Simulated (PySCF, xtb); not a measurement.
Sc(OH) (HOSc), SMILES [Sc][OH].

GFN2-xTB in xtb at its own geometry gives an orbital gap of 3.78 eV and a dipole moment of 1.16 D.

Geometry: PBE-D3(BJ)/def2-TZVP. The multiplicity is an assumed one; other spin states were not compared.

**Question.** What does PySCF with CAM-B3LYP/def2-TZVPD give? (The exact figures need the calculation; the answer reports its results.)

**Answer.** gap 4.83 eV (levels -5.56 and -0.73 eV), dipole 0.31 D.
